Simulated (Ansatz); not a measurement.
Cartesian coordinates (Å):
```xyz
16

O     -3.1979    -0.4598    -1.6667
C     -2.7997    -0.0383    -0.6067
C     -1.3555    -0.0307    -0.2666
C     -0.4606    -0.7535    -1.1006
C      0.8986    -0.7410    -0.8143
C      1.3494    -0.0113     0.2972
C      2.7996     0.0382     0.6070
O      3.2535     0.8467     1.3818
C      0.4589     0.7415     1.1091
C     -0.9001     0.7304     0.8219
H     -3.5104     0.4116     0.1272
H     -0.8641    -1.3389    -1.9302
H      1.6030    -1.3053    -1.4298
H      3.4744    -0.6610     0.0576
H      0.8565     1.2844     1.9698
H     -1.6055     1.2871     1.4433
```
Charge +1, spin multiplicity 2.

Method: frozen-core CCSD(T)/cc-pVDZ // B3LYP-D3(BJ)/def2-SVP in Ansatz (a first-principles code).

* **HF energy**: -455.89084 Ha
* **MP2 correlation energy**: -1.29840 Ha

Task: Estimate the CCSD correlation energy, the (T) correction, the total energy and the T1 diagnostic.

Result: 
```
Quantity                        Result
-----------------------  -------------
CCSD correlation energy    -1.38729 Ha
(T) correction             -0.05892 Ha
CCSD(T) total energy     -457.33704 Ha
T1 diagnostic                    0.038
```
